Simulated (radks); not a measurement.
Task: These are the eigenvalues of the occupied orbitals of an atom or ion with whole-number occupations (eV). All-electron calculation, scalar-relativistic Kohn-Sham, LB94 model potential, spin-polarised, spherical densities, finite nucleus; Fermi nuclear charge, rms radius of each element as measured or else 0.836 A^(1/3) + 0.57 fm. Program: a radial shooting solver on a logarithmic mesh with Libxc functionals.

| orbital | eigenvalue |
|---|---|
| 1s down | -71967.71 |
| 1s up | -71967.71 |
| 2s up | -12567.88 |
| 2s down | -12567.86 |
| 2p up | -10987.62 |
| 2p down | -10987.60 |
| 3s up | -2983.684 |
| 3s down | -2983.658 |
| 3p up | -2517.198 |
| 3p down | -2517.168 |
| 3d up | -1986.641 |
| 3d down | -1986.586 |
| 4s up | -690.0108 |
| 4s down | -689.9098 |
| 4p up | -537.6660 |
| 4p down | -537.5854 |
| 4d up | -345.9084 |
| 4d down | -345.8621 |
| 5s down | -172.2859 |
| 5s up | -172.0631 |
| 4f down | -132.6110 |
| 4f up | -132.5910 |
| 5p down | -132.0760 |
| 5p up | -131.8848 |
| 5d up | -84.1342 |

Which element is it, and in what charge state? The configuration may be excited. Open shells, if any, are filled with parallel spins first.

Result: Z = 75, rhenium, charge +6: Re6+ in [Xe] 4f14 5d1. The list shows which subshells hold electrons but not how many an open one holds; the 1s level, -2644.8 hartree, gives Z - s = 72.7 by -(Z - s)^2/2, which with screening and relativity narrows Z to a few neighbours, and the depths of the outer levels then fix element, charge and occupations together.
